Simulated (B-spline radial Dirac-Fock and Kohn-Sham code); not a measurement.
## Total conversion coefficients of Re against transition energy

Level of theory: a Dirac-Hartree-Slater potential of the neutral atom with a Latter tail (no hole, which puts coefficients of high multipoles low close above an edge), finite nucleus with surface currents; a radial B-spline solver. Subshells within 1 keV of threshold and pair formation are left out.

```tsv
energy (keV)	E3	E4	E5	M1	M3	M4
18.3	2.08e+06	1.56e+08	1.42e+10	135	8.14e+06	8.81e+08
20	1.22e+06	8.32e+07	6.59e+09	104	4.55e+06	4.44e+08
30.6	95900	4.42e+06	1.94e+08	29.3	293000	1.75e+07
31.8	76300	3.40e+06	1.42e+08	26.1	230000	1.32e+07
35.2	41700	1.70e+06	6.35e+07	19.3	121000	6.19e+06
37.8	27300	1.05e+06	3.62e+07	15.7	77700	3.66e+06
43.6	11800	402000	1.19e+07	10.3	32100	1.29e+06
48.4	6360	199000	5.33e+06	7.55	17000	606000
50	5250	160000	4.16e+06	6.86	13900	480000
84.1	256	5050	82700	8.61	815	13000
100	96.0	1630	23000	5.22	356	4300
134	19.4	248	2740	2.26	93.9	748
151	10.4	117	1170	1.61	55.5	383
199	2.61	21.9	171	0.741	17.1	88.4
200	2.55	21.3	166	0.730	16.8	86.2
207	2.16	17.4	131	0.664	14.5	72.4
500	0.0681	0.220	0.726	0.0615	0.491	1.29
557	0.0490	0.145	0.439	0.0465	0.338	0.837
579	0.0438	0.126	0.369	0.0420	0.296	0.718
682	0.0277	0.0715	0.186	0.0276	0.171	0.383
683	0.0276	0.0711	0.184	0.0275	0.170	0.380
918	0.0130	0.0287	0.0621	0.0130	0.0667	0.131
1000	0.0107	0.0226	0.0467	0.0105	0.0515	0.0978
1070	0.00912	0.0188	0.0376	0.00885	0.0421	0.0780
1150	0.00775	0.0155	0.0301	0.00739	0.0341	0.0616
2000	0.00241	0.00411	0.00663	0.00190	0.00746	0.0117
2160	0.00207	0.00346	0.00548	0.00158	0.00612	0.00944
```

Q: How fast do they fall between 1150 and 2160 keV?

A: As powers of the energy: E3 E^-2.10, E4 E^-2.38, E5 E^-2.70, M1 E^-2.45, M3 E^-2.72, M4 E^-2.98. Within one type (E or M) the higher multipoles fall faster.

Values without a named source are computed, but for edge energies of neutral atoms, which are taken from tables.
